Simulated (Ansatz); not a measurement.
Reaction (formal exchange of groups at the Si–S bond): `O[SiH2][SiH](F)S` + `CCCC(C)C` → `C[SiH](F)[SiH2]O` + `CC(C)CCS`

Calculated with Ansatz (gas phase, PBE0-D4/def2-TZVP geometries, no zero-point term in ΔE). CBS: MP2 limit from def2 TZ/QZ plus the TZ coupled-cluster correction, frozen cores. One conformer a species, not always the lowest.

`O[SiH2][SiH](F)S`:

Cartesian coordinates in Å:
```
O 1.178 -0.356 -1.819
Si -0.362 0.057 -1.395
Si -0.384 0.509 0.909
F -1.868 0.798 1.444
S 0.437 -1.257 1.786
H 1.633 -0.976 -1.245
H -1.340 -1.034 -1.671
H -0.721 1.246 -2.205
H 0.452 1.656 1.343
H 0.973 -0.644 2.854
```

`CCCC(C)C`:

Cartesian coordinates in Å:
```
C -1.443 1.720 -0.792
C -0.474 0.763 -1.465
C -0.293 -0.558 -0.727
C 0.237 -0.460 0.703
C 0.312 -1.846 1.327
C 1.591 0.230 0.769
H -1.601 2.615 -1.398
H -1.079 2.048 0.185
H -2.418 1.248 -0.637
H 0.497 1.254 -1.594
H -0.830 0.544 -2.477
H 0.387 -1.198 -1.302
H -1.256 -1.083 -0.704
H -0.475 0.131 1.293
H 0.646 -1.798 2.367
H -0.661 -2.344 1.309
H 1.019 -2.479 0.780
H 1.967 0.257 1.795
H 1.546 1.260 0.408
H 2.327 -0.304 0.160
```

`C[SiH](F)[SiH2]O`:

Z-matrix (Å, degrees):
```
C
Si 1 1.860
H 1 1.094 2 109.9
H 1 1.093 2 110.9 3 119.5
H 1 1.092 2 111.2 3 -119.6
F 2 1.616 1 108.3 3 -176.2
Si 2 2.354 1 113.0 3 65.5
H 2 1.491 1 110.1 3 -59.7
O 7 1.656 2 111.2 1 60.6
H 7 1.493 2 109.9 1 -175.6
H 7 1.486 2 110.3 1 -56.2
H 9 0.958 7 117.0 2 60.4
```

`CC(C)CCS`:

```xyz
18

C    -1.752    0.256   -1.016
C    -0.358    0.389   -0.422
C     0.703    0.311   -1.509
C    -0.151   -0.665    0.660
C     1.178   -0.620    1.395
S     1.539    0.943    2.242
H    -1.941    1.034   -1.760
H    -1.875   -0.712   -1.512
H    -2.524    0.334   -0.246
H    -0.279    1.372    0.056
H     0.505    1.041   -2.297
H     1.704    0.515   -1.123
H     0.715   -0.682   -1.973
H    -0.247   -1.662    0.207
H    -0.962   -0.586    1.394
H     1.242   -1.434    2.119
H     2.014   -0.748    0.704
H     0.490    0.913    3.081
```

```tsv
species	CCSD(T)/CBS(def2) energy (Eh)
`O[SiH2][SiH](F)S`	-1154.04201
`CCCC(C)C`	-236.76474
`C[SiH](F)[SiH2]O`	-795.50494
`CC(C)CCS`	-595.27601
```

(1) Work out ΔE.

Largest T1 diagnostic among the species: 0.012.

Answers

(1) ΔE = (-795.50494) + (-595.27601) − (-1154.04201) − (-236.76474) = 0.02580 Eh = +0.70 eV.
